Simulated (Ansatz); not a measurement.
Reactions of GeH$_{6}$O$_{2}$Si, SMILES `[OH][GeH2][O][SiH3]`.

Program: Ansatz. Geometries: PBE0-D4/def2-TZVP. ΔE: electronic, gas phase. CCSD(T)/CBS adds triple-zeta CCSD(T) − MP2 to the extrapolated MP2 energy (def2 sets, frozen cores). This one scheme is used for every species. For Ge, Sc outer-core shells are correlated without core-valence functions, which leaves a few kJ/mol of doubt a bond. Scalar relativity is left out up to krypton. One conformer a species, not always the lowest.

(1) Order these by ΔE at CCSD(T)/CBS, lowest first. (Best estimate.)
A. `[OH][GeH2][O][SiH3]` + `N[SiH3]` → `[OH][GeH2][NH][SiH3]` + silanol
B. `[OH][GeH2][O][SiH3]` → `[OH][GeH2][OH]` + `[SiH2]`
C. `[OH][GeH2][O][SiH3]` + H₂S → `[SiH3][O][GeH2][SH]` + H₂O
D. `[OH][GeH2][O][SiH3]` + `C#CC#C` → `C#[C][GeH2][OH]` + `C#CO[SiH3]`
E. `[OH][GeH2][O][SiH3]` + `S[SiH2]S` → `[SiH3][O][GeH3]` + `O[SiH](S)S`
F. `[OH][GeH2][O][SiH3]` + `[OH][Sc]([F])[F]` → `[F][Sc]([F])[O][SiH3]` + `[OH][GeH2][OH]`
G. `[OH][GeH2][O][SiH3]` → H₂ + `[OH][Ge][O][SiH3]`

Largest T1 diagnostic: 0.017, for `[OH][Sc]([F])[F]`.

Results:

(1) E (-60.5 kJ/mol), C (-15.7 kJ/mol), F (-6.6 kJ/mol), A (+26.9 kJ/mol), G (+48.7 kJ/mol), D (+139.5 kJ/mol), B (+340.6 kJ/mol).
